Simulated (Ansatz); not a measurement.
## Ligand exchange: InH2I + CH3FO → InH2(OH) + CH2FI

Species: InH2I `[InH2][I]`, singlet; CH3FO `OCF`, singlet; InH2(OH), singlet; CH2FI (fluoroiodomethane) `FCI`, singlet. The partners trade I for OH: In–I and C–OH bonds give way to In–OH and C–I.

Shapes, held fixed at every level: PBE0-D4/def2-TZVP. Flexible molecules stand in one conformer, not always the lowest. Programs: Ansatz 0.2.0. The zero-point and thermal change to 298 K, harmonic and unscaled (PBE0-D4/def2-TZVP), is -7.1 kJ/mol.

```
                level                   kind  ΔH(298 K) (kJ/mol)  less CCSD(T)/def2-TZVPP
        HF/def2-TZVPP           Hartree–Fock              +155.8                    +41.4
     SPW92/def2-TZVPP                    LDA              +118.2                     +3.8
 r2SCAN-D4/def2-TZVPP               meta-GGA              +115.9                     +1.5
   PBE0-D4/def2-TZVPP          global hybrid              +125.3                    +10.9
r2SCAN0-D4/def2-TZVPP          global hybrid              +130.2                    +15.8
     CCSD(T)/def2-SVP  coupled cluster or CI              +149.7                    +35.3
   CCSD(T)/def2-TZVPP  coupled cluster or CI              +114.4                      0.0
```

The highest level, CCSD(T)/def2-TZVPP, gives ΔH(298 K) = +114.4 kJ/mol; the levels span +114.4 to +155.8. The column of differences is taken from that level and isn't an error. No measured value is set beside it here. For atoms past krypton def2 sets carry core potentials with scalar relativity. Outer-core shells of I, In are correlated, in sets that cover them unevenly.
